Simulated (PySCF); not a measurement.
## PBr: frontier orbitals

ωB97X at R = 2.180 Å; basis P def2-TZVPPD, Br def2-TZVPPD; no relativity; PySCF 2.14. State: ³Σ⁻ (triplet), unpaired electrons π ↑↑. Only the outer orbitals are listed, counted within each symmetry.

```tsv
spin	orbital	occ.	ε (eV)	on P (%)	main shells (%)
α	10σ	1	-25.65	17	82 Br s, 13 P s
α	11σ	1	-19.59	75	75 P s, 14 Br s, 10 Br p
α	12σ	1	-12.71	47	51 Br p, 34 P p, 11 P s
α	5π	1	-12.48	27	72 Br p, 26 P p
α	5π	1	-12.48	27	72 Br p, 26 P p
α	6π	1	-9.14	73	72 P p, 26 Br p
α	6π	1	-9.14	73	72 P p, 26 Br p
α	13σ	0	0.72	51	37 P p, 34 Br p, 10 Br s
β	10σ	1	-25.28	13	86 Br s, 8 P s
β	11σ	1	-17.49	68	67 P s, 21 Br p, 10 Br s
β	12σ	1	-12.02	54	44 Br p, 32 P p, 21 P s
β	5π	1	-11.62	10	90 Br p
β	5π	1	-11.62	10	90 Br p
β	6π	0	-1.10	86	85 P p, 8 Br p
β	6π	0	-1.10	86	85 P p, 8 Br p
β	13σ	0	1.14	45	45 Br p, 36 P p
```

Task: Which are the highest filled and the lowest empty level, where do they sit, and how wide is the gap?

Result: Highest filled α 6π at -9.14 eV (in %: 72 P p, 26 Br p); lowest empty β 6π at -1.10 eV (in %: 85 P p, 8 Br p); the gap at ωB97X is 8.04 eV. Both belong to one degenerate shell, split only by its one-sided filling, so this is no excitation gap.

The bond order (Mayer) is 1.28 and the ⟨S²⟩ is 2.010. The charge on P (Mulliken, basis-dependent) is 0.06 and the charge on P (Löwdin, basis-dependent) is 0.03. The dipole moment (positive dipole means P(−)Br(+)) is -0.41 D.

Spin–orbit coupling is left out. The state was picked by a PBE0 search and need not be the measured ground state.
